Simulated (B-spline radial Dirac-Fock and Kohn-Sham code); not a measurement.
Method: relaxed Dirac-Fock hole states (ΔSCF) with Breit and QED corrections and a finite nucleus. Computed with a radial atomic solver. Free neutral atoms.

Question: Order these X-ray lines by photon energy, lowest first.
A. Sm Lγ1
B. Sm Lγ5
C. Tm Lγ2
D. Ta Lα2
E. Re Lβ7
F. Yb Lβ3

Answer: B (6955.3 eV), A (7173.8 eV), D (8087.3 eV), F (8540.1 eV), C (9736.2 eV), E (10448.9 eV).
